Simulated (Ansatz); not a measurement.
Consider the ligand exchange at the Sn–N bond: `C[N](C)[Sn][F]` + `O[SiH3]` → `[F][Sn][O][SiH3]` + `CNC`.

Calculated with Ansatz (gas phase, PBE0-D4/def2-TZVP geometries, no zero-point term in ΔE). CCSD(T)/CBS is the MP2 limit (def2-TZVPP, def2-QZVPP) plus CCSD(T) − MP2 in def2-TZVPP, frozen cores. DFT in def2-TZVPP. Elements past krypton have def2 core potentials. For Sn outer-core shells are correlated without core-valence functions, which leaves a few kJ/mol of doubt a bond. Each species was taken in one conformer, which may not be the lowest.

```tsv
level	ΔE (kJ/mol)
r2SCAN0	-39.8
LC-ωPBE	-46.6
```

Task: What does CCSD(T)/CBS give? (Best estimate.)

Result: Computed: -37.2 kJ/mol. The listed levels differ from it by -2.6, -9.4 kJ/mol.

Largest T1 diagnostic among the species: 0.017.

In def2-TZVPP, CCSD(T) changes the Hartree–Fock value by +27.7 kJ/mol (the triples alone add +5.1 kJ/mol) and MP2 by +31.2 kJ/mol. From r2SCAN to r2SCAN0 (25 % exact exchange), in def2-TZVPP and without D4, ΔE moves by −3.4 kJ/mol.
